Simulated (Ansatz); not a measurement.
CH3AlO, SMILES `O[C][AlH2]` (singlet; the order of the spin states depends on the level) (charge 0, multiplicity 1). This singlet lies 0.09 eV below the relaxed triplet at the level frozen-core CCSD(T)/cc-pVTZ // PBE0-D3(BJ)/def2-TZVP (Ansatz, an electronic-structure program); other levels give the other order.

Cartesian coordinates (Å):
```xyz
6

O      1.8550    -0.1462    -0.3186
C      0.6367    -0.0482     0.0195
Al    -1.2055     0.0864    -0.1309
H      2.4549    -0.1718     0.4541
H     -1.7621     1.5636    -0.0467
H     -1.9789    -1.2838     0.0226
```
Charge 0, spin multiplicity 1.

Frozen-core energies in 6-31g from Ansatz at a geometry from PBE0-D3(BJ)/def2-TZVP; the HF reference has <S^2> = 0.00 (restricted, and unstable towards unrestricted orbitals) and the T1 diagnostic is 0.031.

```csv
level,energy (Ha)
HF,-356.17027
MP2,-356.40479
CCSD,-356.43362
```

**Question.** Estimate the energies of CCSD(T), CCSDT, CCSDT(Q) and CCSDTQ, and give each level's difference from CCSDTQ.

**Answer.** 
| level | energy (Ha) | difference from CCSDTQ (mHa) |
|---|---|---|
| MP2 | -356.40479 | 38.57 |
| CCSD | -356.43362 | 9.73 |
| CCSD(T) | -356.44153 | 1.83 |
| CCSDT | -356.44255 | 0.80 |
| CCSDT(Q) | -356.44347 | -0.11 |
| CCSDTQ | -356.44335 | 0.00 |
